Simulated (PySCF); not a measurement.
# Exercise with solution: oscillator strength and radiative lifetime

ethylmethylamine (C3H9N), SMILES CCNC.

Geometry optimised at B3LYP-D3(BJ)/def2-SVP. Other conformers were not sampled.

TDA-PBE0/def2-SVPD run with PySCF 2.14.0 puts the first singlet state with f over 0.02 at 6.61 eV (vertical), with the transition dipole (0.326, -0.126, 0.105) in atomic units.

### Question
Find the oscillator strength, the wavelength and the radiative lifetime that this transition would have in vacuum if emission retraced absorption.

### Answer

|μ|² = 0.1332 au, so |μ| = 0.93 D. ΔE = 6.61/27.211 = 0.2429 hartree. f = (2/3) ΔE |μ|² = 0.022 (the program prints 0.022).
λ = 1239.84/6.61 = 188 nm; ν = 53313 cm⁻¹.
Einstein's coefficient A = 0.6670 ν² f s⁻¹ (ν in cm⁻¹) = 4.1e7 s⁻¹, so τ = 1/A = 24 ns. This state is S2; the lower singlet has f = 0.006. The figure is the radiative limit of this one transition; relaxation, internal conversion, crossing to triplets and a medium change what is measured.
